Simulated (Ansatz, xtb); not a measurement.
Process, species as SMILES: CNB(O)[OH2+] → C[NH2+]B(O)O
Structures are relaxed separately at B3LYP-D3(BJ)/def2-TZVP in Ansatz (a quantum-chemistry and plane-wave program), one conformer each, not searched for the lowest.

Property: isomerisation energy (electronic energy difference), in eV. Valence correlation only, unless marked. Spin-orbit coupling is left out. No relativistic terms. CBS(X,Y): correlation extrapolated as X^-3; Hartree-Fock from the larger set.

```tsv
level	program	isomerisation energy (eV)
GFN1-xTB	xtb	-1.52
HF/STO-3G	Ansatz	-0.83
```

What does CCSD(T)/CBS(cc-pVTZ,cc-pVQZ) (Ansatz) give?

-1.19 eV
